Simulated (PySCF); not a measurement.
Ta(S)(OH)2(OSiH3) (H5O3SSiTa), SMILES [OH][Ta]([OH])(=[S])[O][SiH3], multiplicity 1.

Geometry: B3LYP-D3(BJ)/def2-SVP. The spin state was assumed, not searched. The def2 effective core potentials stand for the cores of Ta; spin–orbit coupling is left out. Other conformers were not sampled.

Vertical ionisation energy (IE) and electron affinity (EA) in eV. Rows of orbital energies are one-electron estimates. Where ΔSCF, EOM or ADC give a negative EA the extra electron is unbound and the value depends on the basis.

| level | IE | EA |
|---|---|---|
| −ε(HOMO), −ε(LUMO), HF/def2-TZVP (PySCF) | 9.87 | -2.08 |
| −ε(HOMO), −ε(LUMO), PBE/def2-TZVP (PySCF) | 6.21 | 1.98 |
